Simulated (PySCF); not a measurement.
# A PySCF run on ZnBr⁻

State: ¹Σ⁺ (singlet), closed shell.

An equivalent input (the run itself took its basis sets from the Basis Set Exchange, started from a PBE0 density and held the occupation σ 15α 15β, πx 7α 7β, πy 7α 7β, δx 2α 2β, δy 2α 2β):

```python
from pyscf import gto, scf
mol = gto.M(atom='Zn 0 0 0; Br 0 0 2.714', basis={'Zn': 'def2-TZVPPD', 'Br': 'def2-TZVPPD'},
            charge=-1, spin=0, verbose=4, symmetry='C2v')
mf = scf.RHF(mol)
mf.irrep_nelec = {'A1': 34, 'A2': 4, 'B1': 14, 'B2': 14}
mf.conv_tol = 1e-9
mf.max_cycle = 60
mf.diis_space = 10
mf.kernel()
```

The log (some set-up lines and the per-cycle HOMO/LUMO lines removed):

```
******** <class 'pyscf.scf.hf_symm.SymAdaptedRHF'> ********
method = SymAdaptedRHF
damping factor = 0
level_shift factor = 0
DIIS = <class 'pyscf.scf.diis.CDIIS'>
diis_start_cycle = 1
diis_space = 10
diis_damp = 0
SCF conv_tol = 1e-09
SCF conv_tol_grad = None
SCF max_cycles = 60
Set gradient conv threshold to 3.16228e-05
init E= -4350.28212219713
cycle= 1 E= -4350.30489110027  delta_E= -0.0228  |g|= 0.191  |ddm|= 0.318
cycle= 2 E= -4350.30604571069  delta_E= -0.00115  |g|= 0.175  |ddm|= 0.194
cycle= 3 E= -4350.30804512801  delta_E= -0.002  |g|= 0.0236  |ddm|= 0.0426
cycle= 4 E= -4350.30814751261  delta_E= -0.000102  |g|= 0.00637  |ddm|= 0.0321
cycle= 5 E= -4350.30816675667  delta_E= -1.92e-05  |g|= 0.00118  |ddm|= 0.0174
cycle= 6 E= -4350.30816843907  delta_E= -1.68e-06  |g|= 0.000367  |ddm|= 0.00612
cycle= 7 E= -4350.30816859126  delta_E= -1.52e-07  |g|= 0.000116  |ddm|= 0.0021
cycle= 8 E= -4350.30816860709  delta_E= -1.58e-08  |g|= 2.62e-05  |ddm|= 0.000756
cycle= 9 E= -4350.30816860775  delta_E= -6.69e-10  |g|= 8.04e-06  |ddm|= 0.000118
Extra cycle  E= -4350.30816860781  delta_E= -5.82e-11  |g|= 4.11e-06  |ddm|= 3.34e-05
converged SCF energy = -4350.30816860781
```

Repeating this along the bond gives Re = 2.828 Å and ωe = 97.0 cm⁻¹.

A point of this curve took 2 CPU seconds beside 1.9 for the integrals, on Arm Neoverse V1 (shared host).
